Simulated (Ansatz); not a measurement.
HOSn, SMILES [OH+]=[Sn] (connectivity only; charge and spin as stated), charge +1, multiplicity 1.

Geometry: r2SCAN-D4/def2-TZVP. The isomer is the one that the SMILES or the coordinates give; other isomers of the formula were not compared. The def2 effective core potentials stand for the cores of Sn; spin–orbit coupling is left out.

Two levels are set side by side: PBE/def2-TZVPD (Ansatz, a quantum-chemistry and plane-wave program) and CAM-B3LYP/def2-TZVPD (Ansatz). Energy differences of separate SCF runs at the same geometry; the states with an electron removed or added have multiplicity 2 and 2. Differences are taken from unrounded values.

```csv
quantity,CAM-B3LYP,PBE,PBE minus CAM-B3LYP
vertical ionisation energy (eV),17.97,18.12,0.15
vertical electron affinity (eV),6.34,6.16,-0.18
vertical singlet–triplet gap (eV),5.15,5.08,-0.07
```
